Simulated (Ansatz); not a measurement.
Cost and result up the ladder for Ge(NH2)2 (GeN₂H₄) (7 atoms). The state is a singlet with charge 0. Geometry: r2SCAN-D4/def2-TZVP.

```xyz
7

Ge   -0.807    0.943    0.055
N     0.767    0.640    0.937
H     1.123    1.300    1.609
H     1.373   -0.162    0.834
N    -0.804   -0.596   -0.935
H    -1.551   -0.803   -1.579
H    -0.101   -1.322   -0.922
```

Ansatz on 4 threads of Arm Neoverse V1 on a shared host. Times are rough, and most runs start from the orbitals of an earlier one. PBE0-D4/def2-TZVP serves as the yardstick here, not as an exact answer. Differences are given only for rows in sets of like size (and for xTB, whose basis is part of the method), since another set adds its own error. Binding counts from free atoms at the same level (Ge triplet, N quartet, H doublet; other spins of the atoms weren't run), without zero-point energy or a counterpoise term.

The 6-31G sets use Cartesian d functions. B3LYP takes the VWN-RPA correlation. Correlated methods freeze 11 core orbitals; core or outer-core shells of Ge are correlated, in sets that lack core-valence functions.

Correlated methods converge slowly with the basis.

| level | functions | binding energy per atom (eV) | difference from PBE0-D4/def2-TZVP (eV) |
| --- | --- | --- | --- |
| PBE0-D4/def2-SVP | 80 | 3.32 | – |
| B3LYP-D4/6-31G | 55 | 3.28 | – |
| BHLYP-D4/def2-TZVP | 134 | 3.24 | -0.10 |
| PBE0-D4/def2-TZVP | 134 | 3.34 | 0.00 |
| PBE-D4/def2-SVP | 80 | 3.43 | – |
| B3LYP-D4/def2-TZVP | 134 | 3.39 | 0.05 |
| PBE-D4/def2-TZVP | 134 | 3.45 | 0.11 |
| HF/STO-3G | 32 | 2.44 | – |
| HF/6-31G | 55 | 1.95 | – |
| HF/def2-TZVP | 134 | 2.13 | -1.21 |
| r2SCANh-D4/def2-TZVP | 134 | 3.30 | -0.04 |
| CCSD(T)/def2-TZVPP | 166 | 3.26 | -0.08 |
| BLYP-D4/def2-TZVP | 134 | 3.42 | 0.08 |
| revPBE-D4/def2-TZVP | 134 | 3.35 | 0.01 |

(1) Estimate how long each takes.

## Answers

(1) HF/STO-3G 0.15 s; HF/6-31G 0.3 s; PBE-D4/def2-SVP 0.65 s; B3LYP-D4/6-31G 0.65 s; PBE0-D4/def2-SVP 1.1 s; revPBE-D4/def2-TZVP 1.1 s; HF/def2-TZVP 1.9 s; PBE-D4/def2-TZVP 2.4 s; BLYP-D4/def2-TZVP 2.5 s; PBE0-D4/def2-TZVP 3.2 s; B3LYP-D4/def2-TZVP 3.6 s; BHLYP-D4/def2-TZVP 3.7 s; r2SCANh-D4/def2-TZVP 6.5 s; CCSD(T)/def2-TZVPP 33 s. On shared hardware such times vary by a factor of up to 3.
